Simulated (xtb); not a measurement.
MoO4, charge -2, singlet, at a GFN2-xTB geometry (such geometries of metal compounds can be far from the true shape); GFN1-xTB with GBSA(methanol) run with xtb.

Here is a job for xtb.
```
$ xtb mol.xyz --gfn 1 --chrg -2 --gbsa methanol --json

# file mol.xyz
5

Mo     0.00000000    -0.00000000     0.00000000
O      1.39196717    -0.30250817    -0.96057373
O      0.47788879     0.29669542     1.62338530
O     -0.83104508     1.37333660    -0.61245111
O     -1.03881088    -1.36752385    -0.05036046
```

It wrote (shortened):

```
   ID    Z sym.   atoms
    1   42 Mo     1
    2    8 O      2-5

           -------------------------------------------------
          |                Calculation Setup                |
           -------------------------------------------------

           -------------------------------------------------
          |                 G F N 1 - x T B                 |
           -------------------------------------------------

      * Solvation model:               GBSA
        Solvent                        methanol
        Parameter file                 internal GFN1-xTB/GBSA
        Dielectric constant                3.3600E+01
        Reference state                gsolv [1 M gas/solution]
        Free energy shift                  2.3782E-03 Eh       1.4924E+00 kcal/mol
        Temperature                        2.9815E+02 K
        Density                            7.9200E-01 kg/L
        Solvent mass                       3.2040E+01 g/mol
        Interaction kernel             Still
        Born radius scaling (c1)           1.6509E+00
        Born radii integrator          GBOBC
        Born offset                        7.8003E-02 a0       1.4740E-01 AA
        H-bond correction              true
        Ion screening                  false
        Surface tension                    1.0000E-05 Eh       1.5569E+01 dyn/cm
        Grid points                               230 per atom

          ...................................................
          :                      SETUP                      :
          :.................................................:
          :  # basis functions                  26          :
          :  # atomic orbitals                  25          :
          :  # shells                           11          :
          :  # electrons                        32          :
          :  # halogen bonds                     0          :
          :  max. iterations                   250          :
          :  Hamiltonian                  GFN1-xTB          :
          :  restarted?                      false          :
          :  GBSA solvation                   true          :
          :  PC potential                    false          :
          :  electronic temp.          300.0000000     K    :
          :  accuracy                    1.0000000          :
          :  -> integral cutoff          0.2500000E+02      :
          :  -> integral neglect         0.1000000E-07      :
[...]
         :: total energy             -21.699704137294 Eh    ::
[...]
        15        2.0000           -0.3642010              -9.9104
        16        2.0000           -0.3642010              -9.9104 (HOMO)
        17                         -0.1286405              -3.5005 (LUMO)
        18                         -0.1286405              -3.5005
        19                         -0.0647491              -1.7619
        20                         -0.0647491              -1.7619
        21                         -0.0647491              -1.7619
        22                          0.3823985              10.4056
        23                          0.3823985              10.4056
        24                          0.3823985              10.4056
        25                          0.4114662              11.1966
      -------------------------------------------------------------
                  HL-Gap            0.2355605 Eh            6.4099 eV
             Fermi-level           -0.2464207 Eh           -6.7054 eV

  Mulliken/CM5 charges         n(s)   n(p)   n(d)
     1Mo    1.55167  2.37693   0.551  1.155  2.742
     2O    -0.88792 -1.09423   1.733  5.155  0.000
     3O    -0.88792 -1.09423   1.733  5.155  0.000
     4O    -0.88792 -1.09423   1.733  5.155  0.000
     5O    -0.88792 -1.09423   1.733  5.155  0.000

Wiberg/Mayer (AO) data.
largest (>0.10) Wiberg bond orders for each atom

 ---------------------------------------------------------------------------
     #   Z sym  total        # sym  WBO       # sym  WBO       # sym  WBO
 ---------------------------------------------------------------------------
     1  42 Mo   6.570 --     2 O    1.642     3 O    1.642     5 O    1.642
                             4 O    1.642
     2   8 O    1.886 --     1 Mo   1.642
     3   8 O    1.886 --     1 Mo   1.642
     4   8 O    1.886 --     1 Mo   1.642
     5   8 O    1.886 --     1 Mo   1.642
 ---------------------------------------------------------------------------

Topologies differ in total number of bonds
Writing topology from bond orders to xtbtopo.mol

 dipole moment from electron density (au)
     X       Y       Z
   0.0000  -0.0000  -0.0000  total (Debye):    0.000

           -------------------------------------------------
          | TOTAL ENERGY              -21.699704137294 Eh   |
          | GRADIENT NORM               0.018838731936 Eh/α |
          | HOMO-LUMO GAP               6.409926713136 eV   |
           -------------------------------------------------

normal termination of xtb
```
